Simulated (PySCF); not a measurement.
Compound: 3-cyclopentyl-1-propyne, C8H12.
Numbering: `[CH:1]#[C:2][CH2:3][CH:4]1[CH2:5][CH2:6][CH2:7][CH2:8]1` (hydrogens: H9 on C1; H10, H11 on C3; H12 on C4; H13, H14 on C5; H15, H16 on C6; H17, H18 on C7; H19, H20 on C8)

The same species was optimised twice, with GFN2-xTB and with PBE0-D3(BJ)/def2-SVP (PySCF), and the same property calculations (PySCF, gas phase) were run on both structures.

```tsv
coordinate	GFN2-xTB	PBE0-D3(BJ)/def2-SVP	change
C1≡C2 (Å)	1.197	1.212	+0.015
C2–C3 (Å)	1.449	1.458	+0.009
C4–C8 (Å)	1.545	1.551	+0.006
C4–C5 (Å)	1.537	1.540	+0.003
C6–C7 (Å)	1.525	1.527	+0.002
C7–C8 (Å)	1.532	1.533	+0.001
C5–C6 (Å)	1.525	1.526	+0.001
C3–C4 (Å)	1.535	1.535	0.000
C2–C3–C4 (°)	112.0	113.6	+1.6
C3–C4–C5 (°)	112.2	113.4	+1.2
C3–C4–C8 (°)	112.9	113.9	+1.0
C4–C5–C6 (°)	104.4	104.7	+0.3
C1–C2–C3 (°)	178.9	178.7	-0.2
C4–C8–C7 (°)	106.1	105.8	-0.3
C5–C4–C8 (°)	105.5	105.4	-0.1
C5–C6–C7 (°)	102.5	102.5	0.0
C2–C3–C4–C5 (°)	-61	-63	-2
```

Rotational constants: A = 3339, B = 1520, C = 1428 MHz (GFN2-xTB) against A = 3348, B = 1465, C = 1380 MHz (PBE0-D3(BJ)/def2-SVP). Point groups within 0.08 Å: C1 and C1.

On the GFN2-xTB structure: HOMO (eV) -7.68 [PBE0/pcSseg-1]; LUMO (eV) 1.01 [PBE0/pcSseg-1]; dipole (D) 0.64 [PBE0/pcSseg-1]; GIAO shielding of C1 (ppm) 111.2 [PBE0/pcSseg-1]; GIAO shielding of C2 (ppm) 98.1 [PBE0/pcSseg-1]; GIAO shielding of C3 (ppm) 160.5 [PBE0/pcSseg-1]; GIAO shielding of C4 (ppm) 148.0 [PBE0/pcSseg-1]; GIAO shielding of C5/C8 (mean) (ppm) 153.2 [PBE0/pcSseg-1]; GIAO shielding of C6/C7 (mean) (ppm) 155.1 [PBE0/pcSseg-1].

**Question.** What do these properties become on the PBE0-D3(BJ)/def2-SVP structure?

**Answer.** 
```tsv
property	level	on GFN2-xTB	on PBE0-D3(BJ)/def2-SVP	change
HOMO (eV)	PBE0/pcSseg-1	-7.68	-7.62	+0.06
LUMO (eV)	PBE0/pcSseg-1	1.01	0.93	-0.08
dipole (D)	PBE0/pcSseg-1	0.64	0.65	+0.01
energy, GFN2-xTB geometry as zero (kcal/mol)	PBE0/pcSseg-1	0.0	-0.6	-0.6
GIAO shielding of C1 (ppm)	PBE0/pcSseg-1	111.2	109.5	-1.7
GIAO shielding of C2 (ppm)	PBE0/pcSseg-1	98.1	97.6	-0.5
GIAO shielding of C3 (ppm)	PBE0/pcSseg-1	160.5	159.1	-1.4
GIAO shielding of C4 (ppm)	PBE0/pcSseg-1	148.0	147.1	-0.9
GIAO shielding of C5/C8 (mean) (ppm)	PBE0/pcSseg-1	153.2	152.0	-1.2
GIAO shielding of C6/C7 (mean) (ppm)	PBE0/pcSseg-1	155.1	153.7	-1.4
```

The heavy atoms differ by 0.041 Å rms after alignment. Among bonds between heavy atoms C1≡C2 changes most (+0.015 Å). Changes are differences of the printed values. Neither structure is proved a minimum here.
